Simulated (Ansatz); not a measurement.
Start from `COB(O)O[SiH3]` and change one atom or group to get `COB(O)OC`.

Ansatz, PBE0-D4/def2-TZVP geometries, multiplicity 1. Each molecule was computed in one conformer, which needn't be the lowest.

```json
{"property": "HOMO–LUMO gap (PBE0/def2-TZVPP) / eV", "`COB(O)O[SiH3]`": "8.96"}
{"property": "size of the dipole moment (PBE/def2-TZVPP) / D", "`COB(O)O[SiH3]`": "2.95"}
{"property": "HOMO–LUMO gap (B3LYP/def2-TZVPP) / eV", "`COB(O)O[SiH3]`": "8.44"}
{"property": "HOMO energy (ωB97M-V/def2-TZVPP) / eV", "`COB(O)O[SiH3]`": "-11.02"}
{"property": "HOMO–LUMO gap (PBE/def2-TZVPP) / eV", "`COB(O)O[SiH3]`": "6.57"}
{"property": "HOMO energy (PBE0/def2-TZVPP) / eV", "`COB(O)O[SiH3]`": "-8.67"}
```

Task: What does the change do to each property? (Best estimate.)

Result: Computed: 
| property | `COB(O)OC` | shift |
| --- | --- | --- |
| HOMO–LUMO gap (PBE0/def2-TZVPP) / eV | 9.05 | 0.09 |
| size of the dipole moment (PBE/def2-TZVPP) / D | 0.25 | -2.70 |
| HOMO–LUMO gap (B3LYP/def2-TZVPP) / eV | 8.45 | 0.01 |
| HOMO energy (ωB97M-V/def2-TZVPP) / eV | -10.54 | 0.48 |
| HOMO–LUMO gap (PBE/def2-TZVPP) / eV | 6.64 | 0.07 |
| HOMO energy (PBE0/def2-TZVPP) / eV | -8.14 | 0.53 |

With PBE0 the HOMO rises by 0.53 eV and the LUMO rises by 0.63 eV, so the gap widens by about 0.10 eV. PBE moves the HOMO by 0.59 eV and ωB97M-V by 0.48 eV. Dipoles are sizes alone; their direction can turn.

B3LYP here is the variant with VWN-RPA as its local correlation; programs differ in this.
